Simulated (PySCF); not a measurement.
B₃H₃O₃.

```xyz
9

B     -1.3811     0.0000     0.0000
O     -0.6857    -1.1876     0.0000
B      0.6905    -1.1960     0.0000
O      1.3713     0.0000     0.0000
B      0.6905     1.1960     0.0000
O     -0.6857     1.1876     0.0000
H     -2.5835     0.0000     0.0000
H      1.2917    -2.2374     0.0000
H      1.2917     2.2374     0.0000
```
Charge 0, spin multiplicity 1.

The structure is a stationary point at ωB97X-D3(BJ)/def2-SVP.

The numbers are results of PBE/pcSseg-1 run with PySCF, not measurements. Non-relativistic, no solvent.

**Question.** Give the absolute GIAO shielding of each atom: isotropic value and principal components (ppm). (An estimate is asked for; the answer gives what the named calculation found.)

**Answer.** 
```
atom  σ(iso)     σ11   σ22    σ33   span
----  ------  ------  ----  -----  -----
B1      69.3    53.5  62.5   91.9   38.3
O2      87.4  -108.3  55.9  314.5  422.8
B3      69.3    53.5  62.5   91.9   38.3
O4      87.4  -108.3  55.9  314.5  422.8
B5      69.3    53.5  62.5   91.9   38.3
O6      87.4  -108.3  55.9  314.5  422.8
H7      26.4    23.4  26.1   29.8    6.4
H8      26.4    23.4  26.1   29.8    6.4
H9      26.4    23.4  26.1   29.8    6.4
```
